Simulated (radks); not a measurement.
Problem. Pb2+, configuration [Hg]. Calculated with a radial shooting solver on a logarithmic mesh with Libxc functionals: Dirac Kohn-Sham, PBE, spin-unpolarised, spherical densities, point nucleus. Some entries of the table are withheld. Estimate them.

orbital  occ.  eigenvalue (eV)  <r> (bohr)
1s1/2       2        -87998.45     0.01604
2s1/2       2        -15739.13     0.06689
2p1/2       2              (1)     0.05487
2p3/2       4              (2)     0.06380
3s1/2       2        -3790.447      0.1739
3p1/2       2        -3508.466      0.1644
3p3/2       4        -3019.833      0.1807
3d3/2       4        -2557.347      0.1570
3d5/2       6        -2453.395      0.1619
4s1/2       2        -871.1329      0.3840
4p1/2       2        -749.1602         (3)
4p3/2       4        -629.5547         (4)
4d3/2       4        -431.1695      0.4246
4d5/2       6        -408.8526      0.4356
5s1/2       2        -160.5296      0.8543
4f5/2       6        -152.0766      0.4508
4f7/2       8        -147.0456      0.4571
5p1/2       2              (5)         (6)
5p3/2       4              (7)         (8)
5d3/2       4         -39.4041       1.267
5d5/2       6         -36.7912       1.312
6s1/2       2         -27.4324       2.177
6p1/2       0         -18.8528         (9)
6p3/2       0         -16.5945        (10)

Solution. 
(1) 2p1/2 eigenvalue (eV): -15113.15
(2) 2p3/2 eigenvalue (eV): -12923.19
(3) 4p1/2 <r> (bohr): 0.3853
(4) 4p3/2 <r> (bohr): 0.4198
(5) 5p1/2 eigenvalue (eV): -118.9620
(6) 5p1/2 <r> (bohr): 0.9130
(7) 5p3/2 eigenvalue (eV): -96.6243
(8) 5p3/2 <r> (bohr): 1.005
(9) 6p1/2 <r> (bohr): 2.587
(10) 6p3/2 <r> (bohr): 2.857
